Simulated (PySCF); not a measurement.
GeF2Cl2, SMILES [F][Ge]([F])([Cl])[Cl].

The structure is a stationary point at B3LYP-D3(BJ)/def2-SVP.

The numbers are results of PySCF with PBE/def2-TZVP, not measurements.

Symmetry labels are those of the subgroup C2v that the program uses (full group C2v).

### Question
List the valence orbital energies around the gap with their symmetry. (Estimate from the structure and the level; the computed values follow.)

### Answer

```csv
orbital,symmetry,energy (eV)
HOMO−7,A1,-10.44
HOMO−6,A2,-10.39
HOMO−5,B2,-10.19
HOMO−4,B1,-9.92
HOMO−3,A1,-9.14
HOMO−2,B2,-8.99
HOMO−1,A2,-8.76
HOMO,B1,-8.63
LUMO,A1,-3.25
LUMO+1,B2,-0.51
LUMO+2,A1,-0.17
LUMO+3,B1,0.26
```
